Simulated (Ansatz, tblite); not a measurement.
Cost and result up the ladder for FeO3(NH) (FeNO₃H) (6 atoms). The state is a singlet with charge 0. Geometry: PBE-D4/def2-SVP.

```csv
atom,x (Å),y (Å),z (Å)
Fe1,0.332,-0.214,0.104
O2,-0.332,-0.914,1.376
O3,1.234,-1.221,-0.714
O4,1.168,1.047,0.614
N5,-0.876,0.312,-0.921
H6,-1.527,0.989,-0.459
```

Ansatz on 4 threads of Arm Neoverse V1 on a shared host; xTB runs through tblite on one thread. Times are rough, summed over both states, and most runs start from the orbitals of an earlier one. No level here is sound enough to serve as a yardstick. The other state is a triplet.

The xTB rows come from tblite.

Run but left out: PBE0-D4/def2-TZVP (singlet: restricted singlet with a triplet 0.58 eV lower at the same geometry).

xTB has no spin-polarisation term.

| level | functions | wall time | vertical triplet (eV) | remarks |
| --- | --- | --- | --- | --- |
| GFN2-xTB | 26 | 0.007 s | 2.17 | – |
| GFN1-xTB | 27 | 0.009 s | 1.07 | – |
| PBE-D4/def2-TZVP | 175 | 4.9 s | 0.55 | restricted SCF unstable in HF (singlet) |
| r2SCAN-D4/def2-TZVP (with forces) | 175 | 13 s | 0.12 | restricted SCF unstable in HF (singlet) |
